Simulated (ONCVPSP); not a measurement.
Potentials for oxygen (O) compared

Generated with ld1.x 7.5 (TM, RRKJ, ultrasoft, PAW), atompaw 4.2 or ONCVPSP 4.0.1. The cutoff is in Ry: for ld1.x and atompaw files where the sum of valence levels is converged to 10 mRy in a Bessel basis, for ONCV files where the hardest occupied wave has 1 mHa per electron of residual kinetic energy. The error is the largest all-electron minus pseudo excitation energy over each file’s own four to seven test configurations (ionisations up to +4, promotions, holes and added fractions of an electron), all of which were solved. The labels leave out finer settings (local radius, basis sizes, second energies), which also bear on the numbers. Spin-polarised tests are not counted. The rows are a selection from randomly drawn settings: files with unsolved tests, undetermined cutoffs or missed reference levels are left out.

A true bound ghost makes a file unfit for plane-wave use even where its test errors are small: the radial tests pick states by their node count and pass the ghost by.

```csv
potential,cutoff (Ry),largest error (meV),bound ghosts
"ONCV, PBE, fully relativistic, rc 0.65/1.70/1.30 (spd), local s, core correction yes, reference 2s1.5 2p4.5, qcut 11.2/9.6/8.1, projectors 0/2/3",84,+2884,none
"ONCV, LDA (Perdew-Zunger), scalar-relativistic, rc 0.80/1.55 (sp), local smoothed, core correction yes, reference 2s2 2p3.5, qcut 9.9/10.3, projectors 1/2",84,+146,none
"ONCV, LDA (Perdew-Wang 92), fully relativistic, rc 0.85/1.00/0.85 (spd), local d, core correction no, reference 2s2 2p4, qcut 8.7/7.3/11.6, projectors 2/2/0",327,+291,none
"ONCV, PBEsol, scalar-relativistic, rc 0.90/1.50 (sp), local smoothed, core correction no, reference 2s2 2p3.5, qcut 6.9/7.2, projectors 2/3",216,+206,none
"ONCV, PBEsol, scalar-relativistic, rc 0.60/1.35/1.05 (spd), local smoothed, core correction yes, reference 2s2 2p4, qcut 13.5/12.2/9.9, projectors 2/3/2",114,+327,s
"ONCV, PBEsol, scalar-relativistic, rc 0.90/1.40/1.50 (spd), local smoothed, core correction no, reference 2s2 2p3, qcut 5.8/10.6/5.9, projectors 2/2/2",397,+324,none
```

**Question.** Fill in the row for O: ONCV, PBEsol, scalar-relativistic, rc 0.65/1.70 (sp), local s, core correction yes, reference 2s2 2p4, qcut 12.5/6.6, projectors 0/2.

**Answer.** cutoff 84 Ry, largest error +1660 meV, bound ghosts: none.
